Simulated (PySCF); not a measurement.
A species of formula C4H4ClNO has this rotational fingerprint, computed with B3LYP/def2-SVPD in PySCF (dipole) on a GFN2-xTB geometry, gas phase:

* Rotational constants: A = 7594, B = 1312, C = 1126 MHz
* Dipole components: |μa| = 2.46 D, |μb| = 2.95 D, |μc| = 0.00 D
* Inertial defect: -3.12 u·Å²
* κ: -0.94

Question: Which structure is it? (One computed conformer of each.)
A. `[N:1]#[C:2][CH2:3][CH2:4][C:5](=[O:6])[Cl:7]` with C2–C3–C4–C5 -72°, C3–C4–C5–O6 -11°
B. `Cc1cc(Cl)no1`

Answer: B. It is Cc1cc(Cl)no1, a near-prolate asymmetric top, point group Cs. The candidates at the same level (rigid rotor, commonest isotopes):

```
      SMILES  A (MHz)  B (MHz)  C (MHz)  μa (D)  μb (D)  μc (D)  Δ (u·Å²)  point group                        rotor
Cc1cc(Cl)no1     7594     1312     1126    2.46    2.95    0.00     -3.12           Cs  near-prolate asymmetric top
N#CCCC(=O)Cl     4768     1123     1092    0.87    4.71    0.97    -93.08           C1  near-prolate asymmetric top
```

`N#CCCC(=O)Cl` has A 37 % too low. In the right answer the mirror of this Cs structure is the ab plane, so μc vanishes by symmetry. No structure here is proved a minimum.
